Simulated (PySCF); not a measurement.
C$_{4}$H$_{8}$, triplet, geometry from GFN2-xTB (a higher spin typed on purpose: for a closed-shell molecule this is an excited state). Base run: PBE/pcseg-1 (PySCF).

Input for PySCF:
```python
from pyscf import gto, scf, dft

mol = gto.M(
    atom='''
C    -1.15624507   -0.87916860   -0.04051442
C    -0.01256111    0.08350426    0.01189816
C     1.36521109   -0.48911726   -0.09391931
C    -0.22788925    1.49221281    0.14524560
H    -1.01654276   -1.68594538    0.68395579
H    -1.22938198   -1.34750214   -1.02810732
H    -2.09715668   -0.37703551    0.16949563
H     1.59582270   -1.11669389    0.77353669
H     2.11067560    0.29966423   -0.15358709
H     1.45354928   -1.12579148   -0.97865012
H    -0.35123030    2.13528041   -0.71439919
H    -0.27682982    1.97343663    1.11149528
''',
    basis='pcseg-1',
    spin=2,
    verbose=5,
)

mf = dft.UKS(mol)
mf.xc = 'pbe'
mf.kernel()
mf.analyze()
```

Each row names what was changed in the base input (with any setting that the change needs).

```json
[
 {"change": "base", "ΔE vs base (mEh)": "0.000", "fitting functions": "-", "dipole (D)": "0.31"},
 {"change": "auxbasis = even-tempered beta=3.0", "ΔE vs base (mEh)": "-0.418", "fitting functions": "492", "dipole (D)": "0.31"},
 {"change": "auxbasis = def2-svp-ri", "ΔE vs base (mEh)": "-5.718", "fitting functions": "304", "dipole (D)": "0.31"},
 {"change": "auxbasis = cc-pvtz-ri", "ΔE vs base (mEh)": "-0.397", "fitting functions": "564", "dipole (D)": "0.31"},
 {"change": "auxbasis = default (with mf = mf.density_fit())", "ΔE vs base (mEh)": "-0.013", "fitting functions": "676", "dipole (D)": "0.31"},
 {"change": "auxbasis = even-tempered beta=2.0", "ΔE vs base (mEh)": "-0.013", "fitting functions": "676", "dipole (D)": "0.31"},
 {"change": "auxbasis = autoaux", "ΔE vs base (mEh)": "-0.037", "fitting functions": "652", "dipole (D)": "0.31"},
 {"change": "auxbasis = def2-tzvp-ri", "ΔE vs base (mEh)": "-0.218", "fitting functions": "424", "dipole (D)": "0.31"},
 {"change": "auxbasis = def2-universal-jkfit", "ΔE vs base (mEh)": "-0.090", "fitting functions": "444", "dipole (D)": "0.31"},
 {"change": "auxbasis = cc-pvdz-jkfit", "ΔE vs base (mEh)": "-0.130", "fitting functions": "464", "dipole (D)": "0.31"}
]
```

A fitting set is made for a task (jfit for Coulomb, jkfit for Coulomb and exchange, ri for correlation) and for a family of orbital bases.

Open shells are given as the SCF converged; they aren't shown to be the lowest states, and a large step between rows can be another state.
